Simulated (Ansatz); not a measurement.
Correlation energies of CH$_{7}$AlFNSi, SMILES `[F][AlH][NH]C[SiH3]` by basis set

Cartesian coordinates in Å:
```
F -2.238 -1.952 0.799
Al -2.086 -0.956 -0.509
N -0.486 -0.287 -0.813
C 0.733 -0.465 -0.034
Si 1.311 1.170 0.714
H -3.323 -0.639 -1.422
H -0.353 0.342 -1.592
H 1.537 -0.913 -0.632
H 0.541 -1.170 0.781
H 2.613 1.028 1.423
H 1.468 2.169 -0.381
H 0.284 1.673 1.665
```

The species carries charge 0 and has multiplicity 1. Geometry: relaxed with PBE0-D4/def2-TZVP. It is one conformer, not always the lowest. Frozen core, restricted reference, Ansatz 0.2.0. CBS rows extrapolate triple and quadruple zeta; past MP2 they add the triple-zeta difference.

```csv
basis,HF (Eh),MP2 corr.,CCSD corr.,(T),CCSD(T) total
def2-SVP,-726.45706,-0.66322,-0.71650,-0.01670,-727.19026
def2-TZVPP,-726.88479,-0.84370,-0.88906,-0.03047,-727.80432
def2-QZVPP,-726.91108,-0.90964,–,–,–
CBS(def2),-726.91470,-0.95848,-1.00384,as TZ,-727.94901
```
